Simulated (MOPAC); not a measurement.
A run for MOPAC: PM3 on GeH2S (SMILES [SH][GeH]), a point of a torsion scan.

```
PM3 1SCF PRECISE CHARGE=0 THREADS=1
GeH2S

S     -1.01182762 1     0.59329819 1     0.43806891 1
Ge     0.99897485 1     0.48625427 1    -0.47560631 1
H     -1.52735949 1    -0.44196896 1    -0.22310239 1
H      1.45816045 1     1.76314527 1     0.41222813 1
```

Output:

```
*******************************************************************************
 **                                                                           **
 **                              MOPAC v23.2.5                                **
 **                                                                           **
 *******************************************************************************
 ** MOPAC's Digital Object Identifier: https://doi.org/10.5281/zenodo.6511958 **
 **                                                                           **
 ** Please cite the open-source release paper for use of this MOPAC version:  **
 ** J. E. Moussa and J. J. P. Stewart (2026)                                  **
 ** MOPAC: An open-source semiempirical molecular orbital program             **
 ** J. Open Source Softw., 11(119), 8025, https://doi.org/10.21105/joss.08025 **
 *******************************************************************************

                              PM3 CALCULATION RESULTS

 *******************************************************************************
 *  PM3        - The PM3 Hamiltonian to be used
 *
 *
 *
 *                 CHARGE ON SYSTEM = 0
 *
 *
 *
 *  PRECISE    - TIGHTER CRITERIA TO BE USED
 *  1SCF       - DO 1 SCF AND THEN STOP
 *  THREADS=1  - MULTI-THREADING NOT USED
 *  T=         - A TIME OF 172800.0 SECONDS REQUESTED
 *  DUMP=N     - RESTART FILE WRITTEN EVERY 7200.0 SECONDS REQUESTED
 *******************************************************************************
PM3 1SCF PRECISE CHARGE=0 THREADS=1
 GeH2S

   ATOM   CHEMICAL          X               Y               Z
  NUMBER   SYMBOL      (ANGSTROMS)     (ANGSTROMS)     (ANGSTROMS)

     1       S         -1.01182762  *   0.59329819  *   0.43806891  *
     2      Ge          0.99897485  *   0.48625427  *  -0.47560631  *
     3       H         -1.52735949  *  -0.44196896  *  -0.22310239  *
     4       H          1.45816045  *   1.76314527  *   0.41222813  *



          CARTESIAN COORDINATES

    NO.       ATOM           X           Y           Z

     1         S         -1.0118      0.5933      0.4381
     2        Ge          0.9990      0.4863     -0.4756
     3         H         -1.5274     -0.4420     -0.2231
     4         H          1.4582      1.7631      0.4122

  H: (PM3): J. J. P. STEWART, J. COMP. CHEM. 10, 209 (1989).
  S: (PM3): J. J. P. STEWART, J. COMP. CHEM. 10, 209 (1989).
 Ge: (PM3): J. J. P. STEWART, J. COMP. CHEM. 12, 320-341 (1991).

           Empirical Formula: H2 S Ge  =     4 atoms



      MOLECULAR POINT GROUP   :   Cs


      RHF CALCULATION, NO. OF DOUBLY OCCUPIED LEVELS = 6


 -------------------------------------------------------------------------------
 PM3 1SCF PRECISE CHARGE=0 THREADS=1
 GeH2S



     1SCF WAS SPECIFIED, SO BFGS WAS NOT USED
     SCF FIELD WAS ACHIEVED


                              PM3 CALCULATION
                                                       MOPAC v23.2.5 Linux




          FINAL HEAT OF FORMATION =         47.24230 KCAL/MOL =     197.66177 KJ/MOL


          COSMO AREA              =        101.15 SQUARE ANGSTROMS
          COSMO VOLUME            =         89.97 CUBIC ANGSTROMS

          IONIZATION POTENTIAL    =          9.146972 EV
          HOMO LUMO ENERGIES (EV) =         -9.147 -1.003
          NO. OF FILLED LEVELS    =          6
          MOLECULAR WEIGHT        =        106.6658         POINT GROUP:  Cs

          MOLECULAR DIMENSIONS (Angstroms)

            Atom       Atom       Distance
            H     4    H     3     3.76557
           Ge     2    S     1     1.72983
            H     3   Ge     2     0.00000


          SCF CALCULATIONS        =          1





   ATOM   CHEMICAL          X               Y               Z
  NUMBER   SYMBOL      (ANGSTROMS)     (ANGSTROMS)     (ANGSTROMS)

     1       S         -1.01182762  *   0.59329819  *   0.43806891  *
     2      Ge          0.99897485  *   0.48625427  *  -0.47560631  *
     3       H         -1.52735949  *  -0.44196896  *  -0.22310239  *
     4       H          1.45816045  *   1.76314527  *   0.41222813  *

                             CARTESIAN COORDINATES

   1    S       -1.011827620     0.593298190     0.438068910
   2   Ge        0.998974850     0.486254270    -0.475606310
   3    H       -1.527359490    -0.441968960    -0.223102390
   4    H        1.458160450     1.763145270     0.412228130


           Empirical Formula: H2 S Ge  =     4 atoms



      MOLECULAR POINT GROUP   :   Cs


                  EIGENVALUES
 -26.39935 -16.12763 -13.26367 -10.39860  -9.71557  -9.14697  -1.00347  -0.53910
   1.21888   1.66394


              NET ATOMIC CHARGES AND DIPOLE CONTRIBUTIONS

  ATOM NO.   TYPE          CHARGE      No. of ELECS.   s-Pop       p-Pop
    1          S          -0.341173        6.3412     1.91533     4.42584
    2         Ge           0.637214        3.3628     1.79345     1.56933
    3          H          -0.001836        1.0018     1.00184
    4          H          -0.294205        1.2942     1.29420
 DIPOLE           X         Y         Z       TOTAL
 POINT-CHG.     2.669    -1.972    -2.754     4.312
 HYBRID        -0.991     0.824     1.100     1.694
 SUM            1.678    -1.148    -1.654     2.621


          ATOMIC ORBITAL ELECTRON POPULATIONS

     Atom    s        px        py        pz
    1  S   1.91533   1.46426   1.36859   1.59298
    2 Ge   1.79345   0.51714   0.58014   0.47205
    3  H   1.00184
    4  H   1.29420

 **********************
 *                    *
 * JOB ENDED NORMALLY *
 *                    *
 **********************




 == MOPAC DONE ==
```

The run finished.

Cost: very roughly 0.03 core-seconds.
